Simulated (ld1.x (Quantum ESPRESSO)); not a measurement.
## What one change does to a pseudopotential (Fe (Z = 26), RRKJ)

Fe, norm-conserving RRKJ (Kleinman–Bylander form), made with ld1.x (Quantum ESPRESSO) 7.5 (LDA (PZ), scalar-relativistic). Core [Ar], reference 3d6 4s2 4p0. Waves: 4p (bound, empty): rc 2.75 bohr; 3d (bound): rc 1.90 bohr; 4s (bound): rc 2.20 bohr. Local part: the s channel. Core correction: none.

Change: core correction a·sin(br)/r model core inside 0.82 bohr.

Cutoffs: the cutoffs (Ry, on a coarse ladder) from which the occupation-weighted sum of valence levels, in a spherical-Bessel basis at the reference potential, stays within 10 and 1 mRy of its value at 400 Ry; they do not see the model core or the augmentation charge, which bear on the density cutoff. Errors are all-electron minus pseudo energies relative to the spin-unpolarised reference configuration.

Task: Predict the effect on cutoff, ghosts and configuration errors.

Result: The potential gets neither clearly harder nor softer (50 Ry and 70 Ry → 50 Ry and 70 Ry); of the 9 tests that both files solve, the error grows in 4 and shrinks in 5 by more than 15 % and 0.3 meV (median size 70.8 → 112.7 meV); neither file shows a bound ghost. A model core, the more so a compact one, raises the density cutoff, which this test does not measure.

| quantity | base | changed |
| --- | --- | --- |
| cutoff, loose | 50 Ry | 50 Ry |
| cutoff, tight | 70 Ry | 70 Ry |
| bound ghosts | none | none |
| error for 3d6 4s1 4p0, meV [ΔE 8.98 eV] | +6.0 | -1.7 |
| error for 3d6 4s0 4p0, meV [ΔE 25.47 eV] | +42 | -18 |
| error for 3d5 4s0 4p0, meV [ΔE 60.00 eV] | -71 | -287 |
| error for 3d6 4s0 4p2, meV [ΔE 8.61 eV] | +3.3 | -8.7 |
| error for 3d7 4s1 4p0, meV [ΔE -0.83 eV] | -81 | -113 |
| error for 3d6 4s1.5 4p0, meV [ΔE 3.60 eV] | +1.0 | -0.4 |
| error for 3d4 4s0 4p0, meV [ΔE 113.38 eV] | +165 | -575 |
| error for 3d6 4s2 4p0 (spin-polarised), meV [ΔE -3.39 eV] | +2988 | +231 |
| error for 3d6 4s1 4p0 (spin-polarised), meV [ΔE 4.81 eV] | +3110 | +254 |
| s: phases at 3.00 bohr within 0.05 rad from the reference energy up to (Ry; the scan ends near 5) | 2.0 | 2.0 |
| p: phases at 3.00 bohr within 0.05 rad from the reference energy up to (Ry; the scan ends near 5) | 3.5 | 3.5 |
| d: phases at 3.00 bohr within 0.05 rad from the reference energy up to (Ry; the scan ends near 5) | 0.4 | 0.4 |
